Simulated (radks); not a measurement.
Values are calculated unless marked as measured or tabulated.
Species: Ir70+. Configuration: [He] 2s2 2p3. Level of theory: scalar-relativistic Kohn-Sham, r2SCAN, spin-polarised, spherical densities, finite nucleus; open shells are filled with parallel spins first (spin-orbit coupling, left out, can overturn this in heavy ions); meta-GGA in the generalised Kohn-Sham scheme; Fermi nuclear charge, rms radius 5.4032 fm (a radial shooting solver on a logarithmic mesh with Libxc functionals). Some entries of the table are withheld. Estimate them.

orbital,occ.,eigenvalue (eV),r(max) (bohr),<r^2> (bohr^2)
1s up,1,-83833.00,0.01081,0.0004178
1s down,1,-83751.36,0.01081,0.0004168
2s up,1,-20169.42,0.06119,0.006026
2s down,1,-20043.64,0.06131,0.006060
2p up,3,-18535.40,0.05009,0.004934
2p down,0,-18382.46,0.05026,0.004976
3s up,0,-8446.020,0.1613,0.03252
3s down,0,-8371.513,0.1607,0.03233
3p up,0,-7965.907,(1),0.03141
3p down,0,-7886.242,(2),0.03123

Answer. 
(1) 3p up r(max) (bohr): 0.1567
(2) 3p down r(max) (bohr): 0.1562
